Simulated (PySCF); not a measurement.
SnHFCl₂, SMILES [Cl][SnH]([Cl])[F].

Geometry optimised at PBE0-D3(BJ)/def2-SVP. The def2 effective core potentials stand for the cores of Sn; spin–orbit coupling is left out.

The numbers are results of TDDFT-PBE0/def2-SVPD in PySCF 2.14.0, not measurements.

Vertical excitations. Gas-phase values at a fixed geometry. State labels are in the subgroup Cs.

```tsv
state	symmetry	energy (eV)	λ (nm)	f	main pairs
S1	A"	5.67	219	0.017	HOMO→LUMO 88 %
S2	A"	5.76	215	0.007	HOMO−2→LUMO 89 %
S3	A'	5.86	211	0.039	HOMO−1→LUMO 94 %
S4	A'	6.00	207	0.022	HOMO−3→LUMO 96 %
S5	A'	7.11	174	0.057	HOMO−4→LUMO 77 %
S6	A"	7.15	173	0.082	HOMO−5→LUMO 79 %
S7	A"	7.53	165	0.005	HOMO→LUMO+1 85 %
S8	A'	7.59	163	0.007	HOMO−1→LUMO+1 83 %
S9	A"	7.63	162	0.000	HOMO−2→LUMO+1 71 %, HOMO−1→LUMO+2 15 %
S10	A'	7.72	161	0.011	HOMO→LUMO+2 80 %
T1	A'	5.20	238	0	HOMO−1→LUMO 94 %
T2	A"	5.21	238	0	HOMO→LUMO 96 %
T3	A"	5.36	231	0	HOMO−2→LUMO 95 %
T4	A'	5.53	224	0	HOMO−3→LUMO 95 %
```
Triplets are in the Tamm–Dancoff approximation, which puts them higher than full response would, so one can lie above its singlet here.
